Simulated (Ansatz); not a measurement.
`FB(Cl)C[SiH3]` + `C[SeH]` → `C[Se]B(F)Cl` + `C[SiH3]`  (ligand exchange at a B–C bond)

Program: Ansatz. Geometries: PBE0-D4/def2-TZVP. ΔE: electronic, gas phase. CCSD(T)/CBS adds triple-zeta CCSD(T) − MP2 to the extrapolated MP2 energy (def2 sets, frozen cores). This one scheme is used for every species. DFT in def2-TZVPP. B3LYP here is the variant with VWN-RPA as its local correlation; programs differ in this. For Se outer-core shells are correlated without core-valence functions, which leaves a few kJ/mol of doubt a bond. Scalar relativity is left out up to krypton. One conformer a species, not always the lowest.

Is it downhill or uphill in electronic energy at CCSD(T)/CBS, and by how much? (An estimate is asked.)

The calculation gave: Downhill: ΔE = -44.7 kJ/mol.

What do these levels give: PBE-D4, PBE0-D4, B3LYP-D4, ωB97M-V, PBE0, HF/def2-TZVPP, MP2/def2-TZVPP, CCSD/def2-TZVPP, HF/def2-QZVPP, MP2/def2-QZVPP, SCS-MP2/def2-QZVPP, HF/CBS(def2)? (Best estimate.)

The calculation gave: PBE-D4 -47.9, PBE0-D4 -44.1, B3LYP-D4 -43.5, ωB97M-V -39.5, PBE0 -43.5, HF/def2-TZVPP -32.6, MP2/def2-TZVPP -47.8, CCSD/def2-TZVPP -39.9, HF/def2-QZVPP -31.8, MP2/def2-QZVPP -48.7, SCS-MP2/def2-QZVPP -45.1, HF/CBS(def2) -31.6 kJ/mol.

Largest T1 diagnostic among the species: 0.012.

In def2-TZVPP, CCSD(T) changes the Hartree–Fock value by −10.1 kJ/mol (the triples alone add −2.8 kJ/mol) and MP2 by −15.3 kJ/mol. From PBE to PBE0 (25 % exact exchange), in def2-TZVPP and without D4, ΔE moves by +3.5 kJ/mol.
